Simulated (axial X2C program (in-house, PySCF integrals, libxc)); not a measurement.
## What spin–orbit coupling does to LiI

Computed with an in-house all-electron X2C program for linear molecules (integrals from PySCF). Spin-free means the one-electron spin-free X2C Hamiltonian; two-component (2c) means X2C with spin–orbit coupling and atomic mean-field two-electron Coulomb and Gaunt terms, so the difference of the two also holds small scalar two-electron terms. Basis: I dyall-cv3z [11s12p8d4f1g], Li dyall-cv3z [7s8p2d] (cores contracted in-house); Gaussian nuclei, density fitting, unrestricted open shells. Masses: I 126.904 u, Li 7.016 u.

Spin-free state: M_S = 0, Λ = 0 (closed shell); fragments I + Li.

| level | Re (Å) | ωe (cm⁻¹) | De (eV) | μ (D) |
| --- | --- | --- | --- | --- |
| PBE0 | 2.391 | 498.0 | 3.704 | 7.19 |
| HF | 2.421 | 490.8 | 2.799 | 7.72 |
| MP2 | 2.422 | 487.3 | 3.678 | n/a |
| CCSD | 2.421 | 487.6 | 3.580 | n/a |
| CCSD(T) | 2.422 | 486.0 | 3.642 | n/a |
| TPSS | 2.402 | 488.4 | 3.772 | 7.12 |

Correlated methods: 8 electrons correlated (number of frozen shells: I 4 s, 3 p, 2 d; Li 1 s), 220 virtual spin orbitals or spinors in MP2, 86 natural virtuals in coupled cluster.

Dipoles are positive if Li is the positive end.

Two-component determinant lowest at the distance of the search:

Ω = 0 (closed shell); fragments I + Li.

| level | Re (Å) | ωe (cm⁻¹) | De (eV) | μ (D) |
| --- | --- | --- | --- | --- |
| PBE0 | 2.393 | 495.7 | 3.438 | 7.16 |
| HF | 2.423 | 488.8 | 2.495 | 7.69 |
| MP2 | 2.424 | 485.5 | 3.398 | n/a |
| CCSD | 2.423 | 486.5 | 3.292 | n/a |
| CCSD(T) | 2.424 | 484.6 | 3.356 | n/a |
| TPSS | 2.405 | 486.0 | 3.544 | 7.09 |

Problem. From the two tables, how do the constants change at the CCSD(T) level (2c against spin-free)?

Solution. At the CCSD(T) level Re rises by 0.002 Å and ωe drops by 1.4 cm⁻¹; De changes by -0.286 eV.

Occupations by symmetry block were frozen at the best pattern of an incomplete PBE0 search. Closed shells are restricted here (equal orbitals for both partners); the stretched side of such a curve lies too high. Dissociation energies refer to the lowest single-determinant-based atoms at the same level and basis. CCSD and (T) use frozen natural virtuals with an MP2 correction for the truncation; (T) itself is uncorrected, so its De runs slightly low. The functionals have no current-density term, which raises determinants with orbital currents, atoms included.
